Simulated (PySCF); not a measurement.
fluoroethane (C₂H₅F), SMILES CCF. Atoms are numbered in the order given.

```xyz
8

C     -0.2253     1.1954     0.0000
C      0.5487    -0.1028     0.0000
F     -0.3396    -1.1938     0.0000
H      0.4726     2.0463     0.0000
H     -0.8612     1.2710    -0.8927
H     -0.8612     1.2710     0.8927
H      1.1828    -0.1997     0.8963
H      1.1828    -0.1997    -0.8963
```

The structure is a stationary point at PBE-D3(BJ)/def2-TZVP.

These are PBE/pcSseg-2 run with PySCF values and carry that method's errors.

GIAO shieldings, no solvent; atoms alike by connectivity are averaged. δ = σ(ref) − σ: ¹³C against TMS (σ = 181.4 ppm); ¹⁹F against CFCl3 (σ = 132.0 ppm); ¹H against TMS (σ = 31.47 ppm), references at their B3LYP-D3(BJ)/def2-TZVP geometries, non-relativistic.

| atoms | nucleus | count | δ (ppm) |
|---|---|---|---|
| C2 | ¹³C | 1 | 92.7 |
| C1 | ¹³C | 1 | … |
| F3 | ¹⁹F | 1 | -253.0 |
| H7, H8 | ¹H | 2 | … |
| H4, H5, H6 | ¹H | 3 | 1.55 |

Question: Fill in the missing entries. (The exact figures need the calculation; the answer reports its results.)

Answer: 
- C1, δ (ppm): 20.7
- H7, H8, δ (ppm): 4.98
